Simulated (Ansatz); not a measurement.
Reaction (formal loss of a carbene): `C[SiH]1OB1O` → `[CH2]` (triplet) + `OB1O[SiH2]1`

Computed with Ansatz on PBE0-D4/def2-TZVP structures; ΔE is electronic, products minus reactants. CCSD(T)/CBS adds triple-zeta CCSD(T) − MP2 to the extrapolated MP2 energy (def2 sets, frozen cores). This one scheme is used for every species. DFT in def2-TZVPP. B3LYP here is the variant with VWN-RPA as its local correlation; programs differ in this. Triplets are unrestricted, without spin–orbit coupling. One conformer a species, not always the lowest.

```csv
level,ΔE (kJ/mol),difference from CCSD(T)/CBS
r2SCAN-D4,463.1,-21.2
B3LYP-D4,476.4,-7.9
ωB97X-V,494.2,9.9
B2PLYP,474.7,-9.6
PBE,484.4,0.1
PBE0,477.5,-6.8
B3LYP,467.2,-17.1
HF/def2-TZVPP,334.6,-149.7
MP2/def2-TZVPP,486.6,2.3
SCS-MP2/def2-TZVPP,484.3,0.0
CCSD/def2-TZVPP,460.8,-23.5
MP2/def2-QZVPP,493.8,9.5
SCS-MP2/def2-QZVPP,492.8,8.5
HF/CBS(def2),334.4,-149.9
MP2/CBS(def2),499.1,14.8
CCSD/CBS(def2),473.3,-11.0
CCSD(T)/CBS,484.3,0
```

Largest T1 diagnostic among the species: 0.015.

In def2-TZVPP, CCSD(T) changes the Hartree–Fock value by +137.2 kJ/mol (the triples alone add +11.0 kJ/mol) and MP2 by +152.0 kJ/mol. From PBE to PBE0 (25 % exact exchange), in def2-TZVPP and without D4, ΔE moves by −6.9 kJ/mol.
